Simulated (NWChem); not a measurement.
System: CaHSCl; SMILES [SH][Ca][Cl]

```xyz
4

Ca     0.3210    -0.0421     0.0064
Cl    -0.1687    -2.4409    -0.0054
S     -0.1298     2.4962    -0.0087
H     -1.4742     2.3975     0.1018
```
Atoms are numbered in this order, from 1.

Coordinates come from a PBE0/def2-SVP optimisation.

Task: List the 6 lowest vertical singlet excitations from B3LYP/6-31+G* (spherical d), full TDDFT (NWChem).

Result: 
| state | energy (eV) | oscillator strength | leading excitation (squared amplitude) |
|---|---|---|---|
| S1 | 3.16 | 0.032 | HOMO → LUMO (1.00) |
| S2 | 3.87 | 0.100 | HOMO−1 → LUMO (0.98) |
| S3 | 4.66 | 0.026 | HOMO−2 → LUMO (0.99) |
| S4 | 4.66 | 0.029 | HOMO−3 → LUMO (0.99) |
| S5 | 5.01 | 0.017 | HOMO → LUMO+1 (0.91) |
| S6 | 5.26 | 0.065 | HOMO → LUMO+2 (0.74) |
